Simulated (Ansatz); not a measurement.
Reactions of CH8OSi2 (`C[SiH](O)[SiH3]`).

Isolated molecules relaxed with PBE0-D4/def2-TZVP in Ansatz; ΔE leaves out vibrations. CCSD(T)/CBS adds triple-zeta CCSD(T) − MP2 to the extrapolated MP2 energy (def2 sets, frozen cores). This one scheme is used for every species. Each species was taken in one conformer, which may not be the lowest.

(1) Order these by ΔE at CCSD(T)/CBS, lowest first. (Best estimate.)
A. `C[SiH](O)[SiH3]` + H₂O → `C[SiH](O)O` + SiH₄
B. `C[SiH](O)[SiH3]` + `BC[SiH2]Cl` → `BC[SiH](C)Cl` + `O[SiH2][SiH3]`
C. `C[SiH](O)[SiH3]` + H–F → `C[SiH](O)F` + SiH₄
D. `C[SiH](O)[SiH3]` + `[NH2][AlH2]` → `C[SiH]([SiH3])[NH][AlH2]` + H₂O
E. `C[SiH](O)[SiH3]` + `BC(B)C` → `BC(C)B[SiH3]` + `C[SiH2]O`
F. `C[SiH](O)[SiH3]` + `N[Si](O)(F)Cl` → `CO[Si](N)(F)Cl` + `O[SiH2][SiH3]`

Largest T1 diagnostic: 0.013, for `BC(C)B[SiH3]`.

Answers

(1) C (-1.74 eV), A (-1.27 eV), B (-0.05 eV), E (+0.09 eV), D (+0.29 eV), F (+1.07 eV).
